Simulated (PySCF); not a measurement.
Ge(H)2(OH)2, H4GeO2, SMILES [GeH2]([OH])[OH] (PBE0/def2-SVP optimised geometry):

```
7

Ge    -0.787    -0.302     0.000
O      0.989    -0.302     0.000
O     -1.401    -1.135    -1.444
H     -1.147     1.189     0.000
H     -1.361    -1.124     1.162
H      1.361    -1.189     0.056
H     -1.161    -0.685    -2.262
```

Computed with PBE0/def2-TZVP (PySCF 2.14.0).

Problem. What are the frontier orbital energies and the dipole moment?

Solution. HOMO-2 -9.25 eV, HOMO-1 -9.06 eV, HOMO -8.75 eV, LUMO 0.42 eV, LUMO+1 0.72 eV; dipole moment 0.10 D.

Meta-Löwdin charges at PBE0/def2-TZVP: Ge1 0.96, O2 -0.74, O3 -0.74, H4 -0.08, H5 -0.08, H6 0.34, H7 0.34.
